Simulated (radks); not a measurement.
All-electron atom: the chromium ion Cr3+ in [Ne] 3p6 3d3 4p2 (not the ground configuration).

Method: scalar-relativistic Kohn-Sham, BLYP, spin-polarised, spherical densities, finite nucleus; open shells are filled with parallel spins first; Fermi nuclear charge, rms radius 3.6452 fm; computed with a radial shooting solver on a logarithmic mesh with Libxc functionals.

Energy parts (hartree):
| part | energy |
|---|---|
| total | -1041.89763 |
| kinetic | 1052.58890 |
| electron-nucleus | -2442.37923 |
| Hartree | 394.70732 |
| exchange-correlation | -46.81462 |

Orbitals (lengths in bohr, moments of r in powers of bohr; <r^-3> diverges for s and p1/2):
1s up: occ. 1; eigenvalue (hartree) -218.7246; <r> 0.06354; <r^4> 0.00007585
1s down: occ. 1; eigenvalue (hartree) -218.7195; <r> 0.06354; <r^4> 0.00007584
2s up: occ. 1; eigenvalue (hartree) -26.98804; <r> 0.2932; <r^4> 0.01806
2s down: occ. 1; eigenvalue (hartree) -26.92138; <r> 0.2927; <r^4> 0.01790
2p up: occ. 3; eigenvalue (hartree) -23.08527; <r> 0.2598; <r^-3> 362.5; <r^4> 0.01411
2p down: occ. 3; eigenvalue (hartree) -23.03102; <r> 0.2592; <r^-3> 363.7; <r^4> 0.01395
3p up: occ. 3; eigenvalue (hartree) -3.84036; <r> 0.8951; <r^-3> 50.19; <r^4> 1.445
3p down: occ. 3; eigenvalue (hartree) -3.67728; <r> 0.9023; <r^-3> 49.16; <r^4> 1.499
3d up: occ. 3; eigenvalue (hartree) -2.15194; <r> 0.9647; <r^-3> 4.996; <r^4> 2.562
3d down: occ. 0; eigenvalue (hartree) -1.99455; <r> 0.9816; <r^-3> 4.878; <r^4> 2.778
4p up: occ. 2; eigenvalue (hartree) -1.07135; <r> 2.431; <r^-3> 7.951; <r^4> 65.36

The highest occupied level is 4p up at -29.153 eV. The configuration is held as typed, so some empty levels lie below it. The density falls to 0.001 e/bohr^3 at r = 3.89 bohr.
